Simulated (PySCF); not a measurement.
NICS in isomers of C11H12.

Probes without a nucleus sit at each ring's centroid and 1 Å off its mean plane on both sides; NICS is minus the shielding there, NICSzz its component along the normal. Level: GIAO CAM-B3LYP/pcSseg-1 (PySCF, non-relativistic, gas phase) on the PBE0-D3(BJ)/def2-SVP geometries, one conformer each. Atom numbers follow the mapped SMILES.

Problem. Order these rings by mean NICS(1)zz, lowest (most negative) first (ppm).
A. ring C3–C4–C5–C6–C7–C11 in `[CH2:1]=[CH:2][c:3]1[cH:4][cH:5][cH:6][c:7]([C:8](=[CH2:9])[CH3:10])[cH:11]1`
B. ring C6–C7–C8–C9–C10–C11 in `[CH2:1]=[C:2]1[CH2:3][C@:4]1([CH3:5])[c:6]1[cH:7][cH:8][cH:9][cH:10][cH:11]1`
C. ring C2–C3–C4–C5–C6–C10–C11 in `[CH2:1]=[C:2]1[CH:3]=[CH:4][CH:5]=[C:6]([CH:7]2[CH2:8][CH2:9]2)[CH:10]=[CH:11]1`

Solution. B (-28.0), A (-25.5), C (16.5).

| SMILES | ring | NICS(0) | NICS(1) | NICS(1)zz | HOMA | rms pucker (Å) | ring atoms with four or more neighbours |
| --- | --- | --- | --- | --- | --- | --- | --- |
| C=C1C[C@]1(C)c1ccccc1 | 6-membered carbocycle; formal bonds all aromatic | -8.6 | -11.3 | -28.0 | 0.98 | 0.00 | 0 |
| C=Cc1cccc(C(=C)C)c1 | 6-membered carbocycle; formal bonds all aromatic | -7.8 | -10.6 | -25.5 | 0.96 | 0.01 | 0 |
| C=C1C=CC=C(C2CC2)C=C1 | 7-membered carbocycle; formal bonds all aromatic | 8.8 | 3.8 | 16.5 | 0.25 | 0.01 | 0 |

NICS(0) gives the same order. The isotropic NICS(1) gives the same order. HOMA uses Krygowski's 1993 parameters. NICS(1) and NICS(1)zz are means over the two faces.
